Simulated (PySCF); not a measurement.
Which determinant of Zn₂ lies lowest?

Unrestricted PBE0; basis Zn jorge-DZP; no relativity; PySCF 2.14. Outer shells of the fragments: Zn 3d10 4s2; Zn 3d10 4s2.

Followed along the bond (rough minima from three points):

| 2Ms+1 | unpaired | ⟨S²⟩ at the start | R at minimum (Å) | Te (eV) |
| --- | --- | --- | --- | --- |
| 1 | none | 0.00 | 3.03 | 0.00 |
| 3 | σ ↑, π ↑ | 2.01 | 2.35 | 2.03 |

Solutions found at the starting distance of 2.380 Å, counted from the lowest of them; the search is not exhaustive and high or unbound solutions are not listed, so other states can lie among these:

```json
{"2Ms+1": "1", "unpaired": "none", "term": "¹Σ⁺", "E (eV)": "0.00", "⟨S²⟩": "0.00", "⟨Lz²⟩": "0.00"}
{"2Ms+1": "3", "unpaired": "σ ↑, π ↑", "term": "³Π", "E (eV)": "1.76", "⟨S²⟩": "2.01", "⟨Lz²⟩": "1.00"}
{"2Ms+1": "3", "unpaired": "σ ↑↑", "term": "³Σ⁺", "E (eV)": "2.06", "⟨S²⟩": "2.00", "⟨Lz²⟩": "0.00"}
{"2Ms+1": "1", "unpaired": "σ ↑, π ↓", "term": "mixed", "E (eV)": "2.07", "⟨S²⟩": "1.02", "⟨Lz²⟩": "1.00"}
{"2Ms+1": "3", "unpaired": "π ↑↑", "term": "³Σ⁻", "E (eV)": "4.55", "⟨S²⟩": "2.00", "⟨Lz²⟩": "0.00"}
{"2Ms+1": "1", "unpaired": "π ↑↓", "term": "mixed", "E (eV)": "4.74", "⟨S²⟩": "1.00", "⟨Lz²⟩": "2.00"}
{"2Ms+1": "1", "unpaired": "none", "term": "mixed", "E (eV)": "5.15", "⟨S²⟩": "0.00", "⟨Lz²⟩": "2.00"}
{"2Ms+1": "3", "unpaired": "π ↑↑", "term": "mixed", "E (eV)": "6.52", "⟨S²⟩": "2.00", "⟨Lz²⟩": "2.00"}
```

A term symbol is given only where ⟨S²⟩ and ⟨Lz²⟩ are close to those of a pure state; real π, δ and φ orbitals otherwise mix terms, and g/u labels are left off.

Compare the gap between the two lowest followed solutions at the starting distance with the gap between their minima.

At PBE0 the second solution (triplet, unpaired electrons σ ↑, π ↑) lies +1.76 eV from the first (singlet, closed shell) at 2.380 Å and +2.03 eV at the minima; the two curves relax by different amounts, since their minima lie near 2.35 and 3.03 Å.

Counting both spins, an empty level lies below a filled one in some of these solutions, because spin and occupation are held.
